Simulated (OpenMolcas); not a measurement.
Ne II: effect of the basis set

- Program: OpenMolcas
- Method: RASSCF
- Active space: 7 electrons in 9 orbitals (RAS2 2s 2p; RAS3 3d, at most 2 electrons)
- State averaging: 2S+1 = 2 odd, 3 roots; 2S+1 = 2 even, 1 root
- Spin-orbit coupling: RASSI with atomic mean-field integrals over the reference wave functions, term energies averaged over their components

A. ANO-RCC-VTZP [4s3p2d1f], DKH2, point nucleus; cost about 14 core-seconds
B. ANO-R2 [4s4p2d1f], X2C, finite nucleus; cost of the order of 24 core-seconds
C. ANO-RCC-VQZP [5s4p3d2f1g], DKH2, point nucleus; cost of the order of 16 core-seconds
D. ANO-RCC [8s7p4d3f2g], DKH2, point nucleus; cost about 26 core-seconds

Energies in cm⁻¹ above 2s² 2p⁵ ²P°_3/2, the measured ground level; measured values from NIST Handbook of Basic Atomic Spectroscopic Data.

| Level | A | B | C | D | Measured |
| --- | --- | --- | --- | --- | --- |
| 2s² 2p⁵ ²P°_3/2 | 0.0 | 0.0 | 0.0 | 0.0 | 0.0 |
| 2s² 2p⁵ ²P°_1/2 | 769 | 770 | 774 | 773 | 780 |
| 2s 2p⁶ ²S_1/2 | 223222 | 223230 | 223153 | 223153 | 217048 |

Deviations, from unrounded energies. A percentage is the sum of absolute deviations over the sum of measured energies, with the sign that they share, or ± where signs differ.

```tsv
Against measurement	Levels	A	B	C	D
mean absolute deviation (cm-1)	2	3100	3100	3100	3100
fine structure of the ground term (%)	1	-1.5	-1.3	-0.8	-0.9
other configurations (%)	1	+2.8	+2.8	+2.8	+2.8
```

A, B, C, D lie about equally close to measurement. The largest miss of C in the table is 2s 2p⁶ ²S_1/2, by +6100 cm-1. The ranking rests on the paired levels alone, and a cruder setting can come out closer through cancelling errors.

Among A to D the level of the table that moves most is 2s 2p⁶ ²S_1/2, by 77 cm-1 (lowest in D, highest in B).

Without dynamic correlation excited terms often stand tens of per cent too high (terms of higher spin than the ground term too low), and those without a measured partner can miss by more than the paired ones. Active for correlation alone: 3d; no level in the range computed is led by a configuration that fills it, so any true level of that kind is missing. Measured partners are found by configuration, term and J. A level has none where our copy of the source lacks it or the pairing is in doubt (some pairs that miss far off the trend of their configuration count as doubtful), and it then counts in no deviation. Levels of configurations outside the active space are missing.

° marks odd parity.
